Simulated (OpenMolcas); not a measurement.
**Levels of Nd4+ by method**

```yaml
Program: OpenMolcas
Basis: ANO-RCC-VDZP [7s6p4d2f1g]
Scalar_Hamiltonian: DKH2, point nucleus
Active_space: 2 electrons in 7 orbitals (4f)
State_averaging: 2S+1 = 3 even, 21 roots; 2S+1 = 1 even, 28 roots (27 in the spin-orbit step)
Spin-orbit_coupling: state interaction with AMFI integrals over the reference wave functions, term energies averaged over their components
```

Methods on the same reference wave functions:
A. CASSCF
B. SS-CASPT2, IPEA 0.25 Eh, imaginary shift 0.1 Eh (closed shells correlated: 5s 5p)

Energies in cm⁻¹ above 4f² ³H₄, the measured ground level; measured values from the list in Carvajal Gallego et al., Mon. Not. R. Astron. Soc. 518, 332 (2023).

```csv
Level,A,B,Measured
4f² ³H₄,0.0,0.0,0.0
4f² ³H₅,2981,2990,2834
4f² ³H₆,6093,6100,5743
4f² ³F₂,7812,6890,5894
4f² ³F₃,9743,8850,7785
4f² ¹D₂,27093,24740,20551
4f² ¹I₆,32414,30810,26088
4f² ³P₀,34005,31090,25051
4f² ³P₁,34535,31620,25893
4f² ³P₂,36172,33300,27479
```

Deviations, from unrounded energies. A percentage is the sum of absolute deviations over the sum of measured energies, with the sign that they share, or ± where signs differ.

| Against measurement | Levels | A | B |
| --- | --- | --- | --- |
| mean absolute deviation (cm-1) | 9 | 4800 | 3200 |
| fine structure of the ground term (%) | 2 | +5.8 | +6.0 |
| other terms of the ground configuration (%) | 7 | +31.0 | +20.6 |

B lies closest to measurement on these levels. The largest miss of B in the table is 4f² ³P₀, by +6000 cm-1. The ranking rests on the paired levels alone, and a cruder setting can come out closer through cancelling errors.

From A to B the spin-free energies of the other terms of 4f² shown, above ³H, scale by factors of 0.87 to 0.94, as is usual when dynamic correlation screens the repulsion within a d or f shell.

The lowest spin-free term lies below A's lowest term by 0.179 hartree in B.

CASPT2 breaks the degeneracy within a term, and the mean is taken; among the terms shown or strongly mixed into the levels shown the widest spread is 660 cm-1 (4f² ¹I, B). Some high roots are left out of the spin-orbit mixing, which shifts the levels that they would mix with. The basis is small and was not contracted for so high a charge. Without dynamic correlation excited terms often stand tens of per cent too high (terms of higher spin than the ground term too low), and those without a measured partner can miss by more than the paired ones (holds for A). Some levels mix across a computed gap that differs much from the measured one, so their mixing is not that of the real levels (holds for A). Some terms miss by over 15 % even with CASPT2, which points to a basis or an active space too small for the shells correlated (holds for B). Measured partners are found by configuration, term and J. A level has none where our copy of the source lacks it or the pairing is in doubt (some pairs that miss far off the trend of their configuration count as doubtful), and it then counts in no deviation. Levels of configurations outside the active space are missing. The table leaves out levels that lie high or whose names do not pair safely across all columns.
